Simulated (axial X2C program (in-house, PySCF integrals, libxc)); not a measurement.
InN⁻: properties at the nuclei

Calculated with an axial X2C code built on PySCF integrals: two-component X2C with atomic mean-field Coulomb and Gaunt terms, Gaussian nuclei, basis In dyall-acv3z, N dyall-av3z with contracted cores.

R = 2.056 Å (near the PBE0 minimum at charge -1 of the determinant lowest at the starting distance; the state shown can have its own minimum elsewhere).

Input and command:
```json
{"zs": [49, 7], "q": -1, "bas": ["dyall-acv3z", "dyall-av3z"], "r0": 1.96, "levels": ["PBE0", "HF", "PBE", "B3LYP", "LDA"], "nst": 3}
```
```bash
python soeom.py task.json out
```

Keys: zs atomic numbers; q charge; bas basis sets; r0 starting distance in Å; levels methods; nst determinants followed.

Determinant lowest in the PBE0 search, Ω = 3/2 (⟨Sz⟩ = 0.50, ⟨Lz⟩ = 1.00 at PBE0), spin on the atoms In -0.20, N 0.70:

| level | Eeff magnitude (GV/cm) | Ws magnitude In (kHz) | A∥/gI In (MHz) | qzz In (a.u.) | A∥/gI N (MHz) | qzz N (a.u.) |
| --- | --- | --- | --- | --- | --- | --- |
| PBE0 | 1.15 | 0.456 | 194 | -5.27 | 38.2 | -0.84 |
| HF | 3.26 | 1.26 | 381 | -4.94 | 2.33 | -1.16 |
| PBE | 0.777 | 0.325 | 152 | -4.93 | 57.6 | -0.80 |
| B3LYP | 0.865 | 0.355 | 155 | -5.19 | 53.4 | -0.85 |
| LDA | 0.852 | 0.359 | 125 | -5.07 | 62.8 | -0.78 |

Eeff is the effective electric field on the electron electric dipole moment in this Ω state and Ws the scalar–pseudoscalar constant of the nucleus named (defined with the proton number Z and per Ω); A∥ (defined per Ω) follows by multiplying with gI = μI/(I μN); qzz is the electric field gradient, eQq0 = 234.96 MHz × Q/barn × qzz. The operators were transformed with the bare-nucleus X2C matrices; with these basis sets, hyperfine constants and field gradients can be off by tens of per cent, and where levels differ in sign neither size nor sign is settled.

With Q(115In) = 0.772 barn, Q(14N) = 0.02044 barn (Q from Pyykkö, Mol. Phys. 2018), turn the PBE0 values of the first state into constants in MHz.

eQq0(115In) = 234.96 × (0.772) × (-5.27) = -956 MHz; eQq0(14N) = 234.96 × (0.02044) × (-0.84) = -4.03 MHz.

Each state is one determinant with collinear spin. Unrestricted Hartree–Fock can overshoot spin polarisation at the nuclei. For an anion, determinants above electron detachment, or with a positive highest level, are held by the basis set. Where Eeff spreads by more than a factor of two the levels disagree and none is to be relied on. The search compared states at one distance, so a state with another bond length can lie lower. Further determinants of the search, some of them spin-mixed, are not shown. Where a field gradient or hyperfine factor spreads by more than a factor of two over the levels, a constant derived from it is not to be relied on.
